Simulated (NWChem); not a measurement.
Molecule: AgPH$_{3}$Br; SMILES [PH3]->[Ag][Br]

All runs: NWChem. Structure relaxed at the PBE0/def2-SVP level. def2 effective core potentials on Ag; no spin-orbit coupling. Field at 589 nm.

For level B3LYP/def2-SVP:

- isotropic polarisability (bohr³) = 72.9
- anisotropy (bohr³) = 56.0

Q: Estimate the same quantities for level B3LYP/def2-SVPD.

A: isotropic polarisability (bohr³): 88.8
anisotropy (bohr³): 62.9
